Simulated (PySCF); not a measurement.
# Computed records: ClGe2H4N, Ge2H6N, Ge2H5N, CH7Ge2 and others

All values are calculated (PySCF 2.14.0). Calculation on a computer-drawn molecule: the log of a Hartree-Fock and frozen-core CCSD(T) single point meant for a local Hartree-Fock minimum, with one planted fault or none, to be diagnosed. Offsets are logged minus clean, where the clean run is the same molecule without the fault. The reference is restricted for singlets and unrestricted otherwise, and also for a bond in bohr or an excited solution. Adding or removing an electron swaps singlet and doublet. The excited solution moves the top pair (singlet) or top alpha electron (doublet) to the lowest empty orbital. Highest occupied and lowest empty are orbital energies over both spins, largest force is the largest gradient component, triples share is (T) over the correlation energy, the T1 limit is 0.02 restricted and 0.045 unrestricted, electrons count all cores, a negative frequency is imaginary (commonest isotopes), and the dipole is about the centre of nuclear charge; on germanium a core potential holds 10 electrons, which the energies leave out, and 3d is frozen in MP2 and coupled-cluster steps.

Common to all runs: meant basis and core potential on germanium cc-pVDZ-PP ECP10MDF; logged SCF converged yes; possible faults no fault, one electron removed, one electron added, multiplicity raised by two, geometry at a saddle point, SCF held on an excited solution, minimal basis STO-3G, one bond length entered in bohr, all coordinates scaled.

```json
{"entry": 1, "formula": "ClGe2H4N", "logged_structure": {"atoms_angstrom": [["Cl", 2.6999, -0.0864, -1.9736], ["Ge", 3.0074, 0.2305, 0.2252], ["N", 1.2639, 0.3941, 0.6854], ["Ge", -0.3481, 0.3376, -0.2587], ["H", 1.1342, 0.5508, 1.6729], ["H", -1.4375, 0.5565, 0.7974], ["H", -0.3909, 1.4551, -1.2957], ["H", -0.5245, -1.0259, -0.919]]}, "given": {"meant_charge": 0, "meant_multiplicity": 1, "meant_basis": "cc-pV(D+d)Z", "logged_electrons": 92, "logged_basis_functions": 103, "logged_spin_squared": 0.0, "logged_highest_occupied [eV]": -9.8717, "logged_lowest_empty [eV]": 1.1548, "logged_largest_force [hartree/bohr]": 4.2045e-06, "logged_lowest_frequency [cm^-1]": 98.578, "logged_T1_diagnostic": 0.015962, "logged_D1_diagnostic": 0.06058, "logged_triples_share": 0.029163, "logged_CC_converged": "yes", "logged_dipole_magnitude [debye]": 3.3014, "logged_SCF_stable_within_its_kind": "yes", "logged_energy_HF [hartree]": -1103.10736, "logged_energy_CCSD(T) [hartree]": -1103.65565, "drawn_bonds_atom": [1, 2, 3, 3, 4, 4, 4], "drawn_bonds_other_atom": [2, 3, 4, 5, 6, 7, 8], "drawn_bonds_order": [1, 1, 1, 1, 1, 1, 1]}, "results": {"planted_fault": "no fault", "HF_energy_offset_from_clean_run [kcal/mol]": 0.0, "CCSD(T)_energy_offset_from_clean_run [kcal/mol]": 0.0}}
{"entry": 2, "formula": "Ge2H6N", "logged_structure": {"atoms_angstrom": [["Ge", 0.6857, -0.4235, 1.618], ["N", -0.6589, -1.0369, 0.7293], ["Ge", -0.7543, -1.8055, -1.0462], ["H", 0.4672, 0.125, 3.0052], ["H", 2.0414, -0.4615, 0.9631], ["H", -1.5439, -0.9879, 1.2134], ["H", 1.9783, -1.6894, -1.9226], ["H", -1.2772, -3.2133, -0.8398], ["H", -1.6901, -0.8979, -1.8198]]}, "given": {"meant_charge": 1, "meant_multiplicity": 1, "meant_basis": "cc-pVDZ", "logged_electrons": 76, "logged_basis_functions": 90, "logged_spin_squared": 0.8621, "logged_highest_occupied [eV]": -13.877, "logged_lowest_empty [eV]": -4.3075, "logged_largest_force [hartree/bohr]": 0.0080373, "logged_T1_diagnostic": 0.04582, "logged_D1_diagnostic": 0.1809, "logged_triples_share": 0.035806, "logged_CC_converged": "yes", "logged_dipole_magnitude [debye]": 3.9459, "logged_SCF_stable_within_its_kind": "yes", "logged_energy_HF [hartree]": -644.3392, "logged_energy_CCSD(T) [hartree]": -644.73509, "drawn_bonds_atom": [1, 2, 1, 1, 2, 3, 3, 3], "drawn_bonds_other_atom": [2, 3, 4, 5, 6, 7, 8, 9], "drawn_bonds_order": [1, 1, 1, 1, 1, 1, 1, 1]}, "results": {"planted_fault": "one bond length entered in bohr, row 6 of the drawn bonds", "HF_energy_offset_from_clean_run [kcal/mol]": 67.21, "CCSD(T)_energy_offset_from_clean_run [kcal/mol]": 75.53}, "notes": ["T1 above single-reference limit"]}
{"entry": 3, "formula": "Ge2H6N", "logged_structure": {"atoms_angstrom": [["Ge", 0.7029, -0.4341, 1.6585], ["N", -0.6754, -1.0628, 0.7475], ["Ge", -0.7731, -1.8506, -1.0723], ["H", 0.4789, 0.1281, 3.0803], ["H", 2.0925, -0.473, 0.9872], ["H", -1.5825, -1.0126, 1.2438], ["H", 0.709, -1.7876, -1.5477], ["H", -1.3091, -3.2937, -0.8608], ["H", -1.7324, -0.9203, -1.8652]]}, "given": {"meant_charge": 1, "meant_multiplicity": 1, "meant_basis": "cc-pVDZ", "logged_electrons": 76, "logged_basis_functions": 90, "logged_spin_squared": 0.0, "logged_highest_occupied [eV]": -16.101, "logged_lowest_empty [eV]": -4.3219, "logged_largest_force [hartree/bohr]": 0.019683, "logged_T1_diagnostic": 0.021198, "logged_D1_diagnostic": 0.080805, "logged_triples_share": 0.030202, "logged_CC_converged": "yes", "logged_dipole_magnitude [debye]": 3.8857, "logged_SCF_stable_within_its_kind": "yes", "logged_energy_HF [hartree]": -644.44125, "logged_energy_CCSD(T) [hartree]": -644.85565, "drawn_bonds_atom": [1, 2, 1, 1, 2, 3, 3, 3], "drawn_bonds_other_atom": [2, 3, 4, 5, 6, 7, 8, 9], "drawn_bonds_order": [1, 1, 1, 1, 1, 1, 1, 1]}, "results": {"planted_fault": "all coordinates scaled, by +2.5 %", "HF_energy_offset_from_clean_run [kcal/mol]": 3.178, "CCSD(T)_energy_offset_from_clean_run [kcal/mol]": -0.1174}, "notes": ["T1 above single-reference limit"]}
{"entry": 4, "formula": "Ge2H5N", "logged_structure": {"atoms_angstrom": [["Ge", 0.0247, 1.6458, -0.151], ["N", 0.8183, 2.2371, 1.1975], ["Ge", 1.6821, 1.307, 2.5178], ["H", -0.1383, 0.1784, -0.5545], ["H", -0.6327, 2.6051, -1.1323], ["H", 1.6359, -0.2206, 2.2993], ["H", 3.1507, 1.7465, 2.5591], ["H", 1.0224, 1.6241, 3.8653]]}, "given": {"meant_charge": 0, "meant_multiplicity": 1, "meant_basis": "cc-pVDZ", "logged_electrons": 76, "logged_basis_functions": 85, "logged_spin_squared": 2.0283, "logged_highest_occupied [eV]": -6.6912, "logged_lowest_empty [eV]": 0.026287, "logged_largest_force [hartree/bohr]": 0.12654, "logged_T1_diagnostic": 0.01574, "logged_D1_diagnostic": 0.058851, "logged_triples_share": 0.024729, "logged_CC_converged": "yes", "logged_dipole_magnitude [debye]": 1.3865, "logged_SCF_stable_within_its_kind": "yes", "logged_energy_HF [hartree]": -643.97681, "logged_energy_CCSD(T) [hartree]": -644.34831, "drawn_bonds_atom": [1, 2, 1, 1, 3, 3, 3], "drawn_bonds_other_atom": [2, 3, 4, 5, 6, 7, 8], "drawn_bonds_order": [2, 1, 1, 1, 1, 1, 1]}, "results": {"planted_fault": "multiplicity raised by two", "HF_energy_offset_from_clean_run [kcal/mol]": 43.03, "CCSD(T)_energy_offset_from_clean_run [kcal/mol]": 74.99}}
{"entry": 5, "formula": "CH7Ge2", "logged_structure": {"atoms_angstrom": [["Ge", 1.2137, -1.2207, 0.2008], ["C", -0.183, 0.172, 0.2942], ["Ge", -2.008, -0.4076, -0.1543], ["H", 2.6008, -0.6308, 0.5096], ["H", 0.9123, -2.3707, 1.1766], ["H", 0.0993, 0.985, -0.3794], ["H", -0.1872, 0.5779, 1.3108], ["H", -2.0628, -0.9139, -1.6009], ["H", -2.984, 0.7666, -0.0047], ["H", -2.4505, -1.5393, 0.7813]]}, "given": {"meant_charge": 0, "meant_multiplicity": 2, "meant_basis": "cc-pVDZ", "logged_electrons": 76, "logged_basis_functions": 95, "logged_spin_squared": 0.0, "logged_highest_occupied [eV]": -16.276, "logged_lowest_empty [eV]": -6.7945, "logged_largest_force [hartree/bohr]": 0.072866, "logged_T1_diagnostic": 0.012528, "logged_D1_diagnostic": 0.03621, "logged_triples_share": 0.027417, "logged_CC_converged": "yes", "logged_dipole_magnitude [debye]": 5.711, "logged_SCF_stable_within_its_kind": "yes", "logged_energy_HF [hartree]": -628.36849, "logged_energy_CCSD(T) [hartree]": -628.75786, "drawn_bonds_atom": [1, 2, 1, 1, 2, 2, 3, 3, 3], "drawn_bonds_other_atom": [2, 3, 4, 5, 6, 7, 8, 9, 10], "drawn_bonds_order": [1, 1, 1, 1, 1, 1, 1, 1, 1]}, "results": {"planted_fault": "one electron removed", "HF_energy_offset_from_clean_run [kcal/mol]": 178.0, "CCSD(T)_energy_offset_from_clean_run [kcal/mol]": 182.8}}
{"entry": 6, "formula": "CH7Ge2", "logged_structure": {"atoms_angstrom": [["Ge", 1.2137, -1.2207, 0.2008], ["C", -0.183, 0.172, 0.2942], ["Ge", -2.008, -0.4076, -0.1543], ["H", 2.6008, -0.6308, 0.5096], ["H", 0.6442, -3.3938, 2.0448], ["H", 0.0993, 0.985, -0.3794], ["H", -0.1872, 0.5779, 1.3108], ["H", -2.0628, -0.9139, -1.6009], ["H", -2.984, 0.7666, -0.0047], ["H", -2.4505, -1.5393, 0.7813]]}, "given": {"meant_charge": 0, "meant_multiplicity": 2, "meant_basis": "cc-pVDZ", "logged_electrons": 77, "logged_basis_functions": 95, "logged_spin_squared": 1.1865, "logged_highest_occupied [eV]": -8.6578, "logged_lowest_empty [eV]": 0.80367, "logged_largest_force [hartree/bohr]": 0.028504, "logged_T1_diagnostic": 0.036663, "logged_D1_diagnostic": 0.15712, "logged_triples_share": 0.029013, "logged_CC_converged": "yes", "logged_dipole_magnitude [debye]": 1.3448, "logged_SCF_stable_within_its_kind": "yes", "logged_energy_HF [hartree]": -628.56474, "logged_energy_CCSD(T) [hartree]": -628.95072, "drawn_bonds_atom": [1, 2, 1, 1, 2, 2, 3, 3, 3], "drawn_bonds_other_atom": [2, 3, 4, 5, 6, 7, 8, 9, 10], "drawn_bonds_order": [1, 1, 1, 1, 1, 1, 1, 1, 1]}, "results": {"planted_fault": "one bond length entered in bohr, row 4 of the drawn bonds", "HF_energy_offset_from_clean_run [kcal/mol]": 54.87, "CCSD(T)_energy_offset_from_clean_run [kcal/mol]": 61.75}}
{"entry": 7, "formula": "Ge2H6N", "logged_structure": {"atoms_angstrom": [["Ge", 1.7638, 0.6138, 2.0887], ["N", 0.6738, 0.4237, 0.618], ["Ge", -0.0172, 1.7431, -0.4667], ["H", 1.2452, 1.8175, 2.8969], ["H", 1.6725, -0.6837, 2.918], ["H", 0.791, -1.2848, -0.2079], ["H", -0.1707, 2.9966, 0.3949], ["H", -1.3778, 1.2821, -0.9987], ["H", 0.8999, 2.0508, -1.6596]]}, "given": {"meant_charge": 0, "meant_multiplicity": 2, "meant_basis": "cc-pVDZ", "logged_electrons": 77, "logged_basis_functions": 90, "logged_spin_squared": 1.5576, "logged_highest_occupied [eV]": -8.4076, "logged_lowest_empty [eV]": 1.1378, "logged_largest_force [hartree/bohr]": 0.013756, "logged_T1_diagnostic": 0.080824, "logged_D1_diagnostic": 0.44384, "logged_triples_share": 0.04001, "logged_CC_converged": "yes", "logged_dipole_magnitude [debye]": 1.3143, "logged_SCF_stable_within_its_kind": "yes", "logged_energy_HF [hartree]": -644.53212, "logged_energy_CCSD(T) [hartree]": -644.94052, "drawn_bonds_atom": [1, 2, 1, 1, 2, 3, 3, 3], "drawn_bonds_other_atom": [2, 3, 4, 5, 6, 7, 8, 9], "drawn_bonds_order": [1, 1, 1, 1, 1, 1, 1, 1]}, "results": {"planted_fault": "one bond length entered in bohr, row 5 of the drawn bonds", "HF_energy_offset_from_clean_run [kcal/mol]": 85.12, "CCSD(T)_energy_offset_from_clean_run [kcal/mol]": 89.15}, "notes": ["T1 above single-reference limit"]}
{"entry": 8, "formula": "Ge2H6N", "logged_structure": {"atoms_angstrom": [["Ge", 1.7638, 0.6138, 2.0887], ["N", 0.6738, 0.4237, 0.618], ["Ge", -0.0172, 1.7431, -0.4667], ["H", 1.2452, 1.8175, 2.8969], ["H", 1.6725, -0.6837, 2.918], ["H", 0.7358, -0.4804, 0.181], ["H", -0.1707, 2.9966, 0.3949], ["H", -1.3778, 1.2821, -0.9987], ["H", 0.8999, 2.0508, -1.6596]]}, "given": {"meant_charge": 0, "meant_multiplicity": 2, "meant_basis": "cc-pVDZ", "logged_electrons": 77, "logged_basis_functions": 90, "logged_spin_squared": 0.7781, "logged_highest_occupied [eV]": -2.7217, "logged_lowest_empty [eV]": -1.0092, "logged_largest_force [hartree/bohr]": 0.043272, "logged_dipole_magnitude [debye]": 0.88733, "logged_SCF_stable_within_its_kind": "no", "logged_energy_HF [hartree]": -644.48057, "drawn_bonds_atom": [1, 2, 1, 1, 2, 3, 3, 3], "drawn_bonds_other_atom": [2, 3, 4, 5, 6, 7, 8, 9], "drawn_bonds_order": [1, 1, 1, 1, 1, 1, 1, 1]}, "results": {"planted_fault": "SCF held on an excited solution", "HF_energy_offset_from_clean_run [kcal/mol]": 117.5}, "notes": ["coupled-cluster numbers left out as unreliable"]}
{"entry": 9, "formula": "CH9Ge2N", "logged_structure": {"atoms_angstrom": [["Ge", -1.2724, 1.4449, -0.1637], ["C", -0.3492, 0.7815, -1.7816], ["N", 0.3511, -0.4826, -1.5603], ["Ge", 1.9914, -0.5501, -0.7137], ["H", -0.2792, 1.7256, 0.9713], ["H", -1.9974, 2.7566, -0.5027], ["H", -2.2958, 0.4116, 0.3169], ["H", 0.2892, 1.5789, -2.186], ["H", -1.1394, 0.6222, -2.5198], ["H", 0.3714, -1.0266, -2.4048], ["H", 1.8004, -0.3822, 0.7932], ["H", 2.5735, -1.9294, -1.0288], ["H", 2.9438, 0.5484, -1.2184]]}, "given": {"meant_charge": 0, "meant_multiplicity": 1, "meant_basis": "cc-pVDZ", "logged_electrons": 86, "logged_basis_functions": 119, "logged_spin_squared": 0.0, "logged_highest_occupied [eV]": -2.3555, "logged_lowest_empty [eV]": -3.7686, "logged_largest_force [hartree/bohr]": 0.15275, "logged_CC_converged": "no", "logged_dipole_magnitude [debye]": 4.7745, "logged_SCF_stable_within_its_kind": "no", "logged_energy_HF [hartree]": -683.71696, "drawn_bonds_atom": [1, 2, 3, 1, 1, 1, 2, 2, 3, 4, 4, 4], "drawn_bonds_other_atom": [2, 3, 4, 5, 6, 7, 8, 9, 10, 11, 12, 13], "drawn_bonds_order": [1, 1, 1, 1, 1, 1, 1, 1, 1, 1, 1, 1]}, "results": {"planted_fault": "SCF held on an excited solution", "HF_energy_offset_from_clean_run [kcal/mol]": 354.9}, "notes": ["CCSD not converged"]}
{"entry": 10, "formula": "CH9Ge2N", "logged_structure": {"atoms_angstrom": [["Ge", -1.2724, 1.4449, -0.1637], ["C", -0.3492, 0.7815, -1.7816], ["N", 0.3511, -0.4826, -1.5603], ["Ge", 1.9914, -0.5501, -0.7137], ["H", -0.2792, 1.7256, 0.9713], ["H", -1.9974, 2.7566, -0.5027], ["H", -2.2958, 0.4116, 0.3169], ["H", 0.2892, 1.5789, -2.186], ["H", -1.1394, 0.6222, -2.5198], ["H", 0.3714, -1.0266, -2.4048], ["H", 1.8004, -0.3822, 0.7932], ["H", 3.0913, -3.1567, -1.3091], ["H", 2.9438, 0.5484, -1.2184]]}, "given": {"meant_charge": 0, "meant_multiplicity": 1, "meant_basis": "cc-pVDZ", "logged_electrons": 86, "logged_basis_functions": 119, "logged_spin_squared": 0.8455, "logged_highest_occupied [eV]": -9.0968, "logged_lowest_empty [eV]": 1.3589, "logged_largest_force [hartree/bohr]": 0.0083665, "logged_T1_diagnostic": 0.038345, "logged_D1_diagnostic": 0.20145, "logged_triples_share": 0.031738, "logged_CC_converged": "yes", "logged_dipole_magnitude [debye]": 1.3325, "logged_SCF_stable_within_its_kind": "yes", "logged_energy_HF [hartree]": -684.17707, "logged_energy_CCSD(T) [hartree]": -684.76618, "drawn_bonds_atom": [1, 2, 3, 1, 1, 1, 2, 2, 3, 4, 4, 4], "drawn_bonds_other_atom": [2, 3, 4, 5, 6, 7, 8, 9, 10, 11, 12, 13], "drawn_bonds_order": [1, 1, 1, 1, 1, 1, 1, 1, 1, 1, 1, 1]}, "results": {"planted_fault": "one bond length entered in bohr, row 11 of the drawn bonds", "HF_energy_offset_from_clean_run [kcal/mol]": 66.19, "CCSD(T)_energy_offset_from_clean_run [kcal/mol]": 73.63}}
```
